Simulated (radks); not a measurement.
Question: La, configuration [Xe] 5d2 6f1 (not the ground configuration). Method: Dirac Kohn-Sham, LDA (Slater exchange, Perdew-Wang correlation), spin-unpolarised, spherical densities, point nucleus; open shells fill j = l - 1/2 first; computed with a radial shooting solver on a logarithmic mesh with Libxc functionals. Some entries of the table are withheld. Estimate them.

orbital,occ.,eigenvalue (eV),<1/r> (bohr^-1)
1s1/2,2,-38682.00,61.97
2s1/2,2,-6158.474,(1)
2p1/2,2,(2),14.57
2p3/2,4,(3),13.24
3s1/2,2,-1318.752,5.246
3p1/2,2,-1171.880,5.162
3p3/2,4,-1091.509,4.832
3d3/2,4,-833.3013,4.698
3d5/2,6,-816.0878,4.614
4s1/2,2,-267.9736,2.174
4p1/2,2,-213.9370,2.071
4p3/2,4,-196.7092,1.962
4d3/2,4,-107.9812,(4)
4d5/2,6,-104.9930,(5)
5s1/2,2,-41.6232,0.8550
5p1/2,2,(6),0.7517
5p3/2,4,(7),0.7121
5d3/2,2,(8),(9)
5d5/2,0,(10),(11)
6f5/2,1,-0.3710,0.04608
6f7/2,0,-0.3709,0.04614

Answer: 
(1) 2s1/2 <1/r> (bohr^-1): 14.58
(2) 2p1/2 eigenvalue (eV): -5810.770
(3) 2p3/2 eigenvalue (eV): -5398.165
(4) 4d3/2 <1/r> (bohr^-1): 1.742
(5) 4d5/2 <1/r> (bohr^-1): 1.716
(6) 5p1/2 eigenvalue (eV): -26.9393
(7) 5p3/2 eigenvalue (eV): -24.4134
(8) 5d3/2 eigenvalue (eV): -6.2087
(9) 5d3/2 <1/r> (bohr^-1): 0.4520
(10) 5d5/2 eigenvalue (eV): -6.0173
(11) 5d5/2 <1/r> (bohr^-1): 0.4432
